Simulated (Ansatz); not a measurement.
(H2Ga-mu-OH)2 (Ga2O2H6), relaxed as a singlet with RKS PBE-D4/def2-SVP in Ansatz, starting from the GFN2-xTB geometry. Force threshold 0.02 eV/Å.

Start:

```tsv
atom	x (Å)	y (Å)	z (Å)
Ga1	1.408	-0.401	0.234
H2	1.728	-1.902	0.135
H3	2.406	0.725	0.550
O4	0.244	0.133	-1.245
Ga5	-1.408	0.402	-0.233
H6	-1.724	1.904	-0.134
H7	-2.408	-0.722	-0.549
O8	-0.244	-0.134	1.244
H9	0.427	0.232	-2.182
H10	-0.429	-0.237	2.180
```

(1) Estimate the energy that the relaxation releases and the steps that it takes.

(2) Does the start keep its bonding and symmetry?

(3) Predict the relaxed structure.

Results:

(1) 10.7 kJ/mol, in 3 steps; 4.6 s on 2 threads of Arm Neoverse V2 on a shared host. No frequencies were taken in this run, so the end may be a saddle point.

(2) By distances, no bond broke or formed. The bond that changes most is Ga5–H6, from 1.54 to 1.58 Å (atoms count from 1). Point group D2h at the start, D2h at the end, both within 0.05 Å.

(3) 
```xyz
10

Ga    1.462   -0.416    0.242
H     1.771   -1.959    0.137
H     2.471    0.751    0.565
O     0.234    0.128   -1.196
Ga   -1.461    0.418   -0.242
H    -1.768    1.961   -0.136
H    -2.473   -0.748   -0.565
O    -0.234   -0.128    1.196
H     0.419    0.227   -2.142
H    -0.421   -0.233    2.140
```
Bond lengths (bridged metal pairs left out): 4 × Ga–O 1.97 Å; 4 × Ga–H 1.58 Å; 2 × H–O 0.97 Å.
